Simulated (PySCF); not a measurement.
# [AuF2]− at several levels of theory

Computed with PySCF 2.14.0 (density fitting, no spin-orbit coupling) at the geometry relaxed with B3LYP:

```xyz
3
[AuF2]− (singlet)
Au    0.0000    0.0000    0.0000
F     0.0000    0.0000    1.9711
F     0.0000    0.0000   -1.9711
```

```tsv
level	basis	state	HOMO (eV)	gap (eV)	charge on Au1 (e)	dipole about the centre of mass (D)	largest force component (eV/Å)
B3LYP	Au def2-SVP with ECP60, F def2-SVP	singlet	-1.32	6.22	0.02	0.00	0.03
TPSSh	the same	singlet	-0.62	5.44	0.02	0.00	0.10
wB97X	the same	singlet	-3.99	11.19	0.08	0.00	0.03
PBE	the same	singlet	0.14	4.11	-0.08	0.00	0.10
B3LYP	Au def2-TZVP with ECP60, F def2-TZVP	singlet	-1.80	6.29	0.23	0.00	0.38
B3LYP	Au x2c-SVPall, F x2c-SVPall	singlet	-1.66	6.42	-0.11	0.00	0.05
```

Charges are Mulliken's, which hang on the basis. The relaxation used the grid (50, 194), these runs (75, 302) or, all-electron (x2c bases, spin-free X2C Hamiltonian), (99, 590).

(1) What does TPSS with Au def2-SVP with ECP60, F def2-SVP give here?

The highest filled level of some runs lies above zero, as often for anions with such functionals and bases.

Answers

(1) state singlet, HOMO (eV) 0.07, gap (eV) 4.37, charge on Au1 (e) -0.04, dipole about the centre of mass (D) 0.00, largest force component (eV/Å) 0.02. Time: 1.8 s on 2 threads of AMD EPYC 7B13 (Zen 3) (shared host), from an already converged density.
